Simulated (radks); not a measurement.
The numbers below are computed, except where a source is named.
Fe+, configuration [Ar] 3d6.5 4s0.5 (fractional occupations, a model configuration). Code: a radial shooting solver on a logarithmic mesh with Libxc functionals. Model: non-relativistic Kohn-Sham, BLYP, spin-unpolarised, spherical densities, point nucleus.

Unscreened Slater integrals over Kohn-Sham orbitals (cm^-1).

| integral | value |
|---|---|
| F0(4s,4s) | 70502 |
| F0(4s,3d) | 88480 |
| G2(4s,3d) | 12178 |
| F0(4s,3p) | 91158 |
| G1(4s,3p) | 5169.4 |
| F0(4s,3s) | 91502 |
| G0(4s,3s) | 3686.1 |
| F0(3d,3d) | 178910 |
| F2(3d,3d) | 79979 |
| F4(3d,3d) | 49247 |
| F0(3d,3p) | 200560 |
| F2(3d,3p) | 92416 |
| G1(3d,3p) | 114560 |
| G3(3d,3p) | 68765 |
| F0(3d,3s) | 204770 |
| G2(3d,3s) | 86072 |
| F0(3p,3p) | 229310 |
| F2(3p,3p) | 114390 |
| F0(3p,3s) | 234680 |
| G1(3p,3s) | 155310 |
| F0(3s,3s) | 240540 |

Derived for the open shells (J is the average intra-shell exchange parameter used in DFT+U). 3d: Racah B = F2/49 - 5 F4/441 = 1074 cm^-1, C = 35 F4/441 = 3909 cm^-1, C/B = 3.64, F4/F2 = 0.616, J = (F2 + F4)/14 = 9230 cm^-1.
